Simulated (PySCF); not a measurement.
Breaking a bond: MgH, doublet. Each curve is given relative to its own lowest point near equilibrium.

```
R / Å     A     B     C
-----  ----  ----  ----
1.31   32.6  33.3  35.0
1.40   18.5  18.8  20.4
1.48   10.1  10.2  11.7
1.59    3.3   3.2   4.3
1.62    2.2   2.1   3.0
1.69    0.5   0.5   1.0
1.74    0.0   0.0   0.3
1.80    0.0   0.1   0.0
1.84    0.4   0.5   0.1
1.91    1.4   1.7   0.8
2.00    3.5   3.9   2.2
2.17    8.7   9.0   6.0
2.33   14.3  13.7   9.9
2.63   24.0  19.8  15.5
2.86   28.1  22.2  17.7
3.11   30.6  23.4  18.7
3.49   32.8  24.0  18.9
3.88   34.0  24.0  18.8
4.29   34.6  23.9  18.7
4.73   34.8  23.9  18.7
5.25   35.0  23.9  18.7
6.11   35.1  23.9  18.7
6.91   35.1  23.9  18.7
```

Energies in kcal/mol.

Task: Assign the columns to these levels of theory: restricted open-shell r2SCAN/6-31G run with PySCF; CCSD on UHF/6-31G, 1 core orbital frozen (PySCF); UHF/6-31G run with PySCF.

Result: A is ROKS-r2SCAN; B is UHF; C is UCCSD.

The unrestricted determinant behind UCCSD, UHF is spin-contaminated at 2.33 to 3.11 Å (<S²> up to 0.9, against 0.75 for a pure doublet).
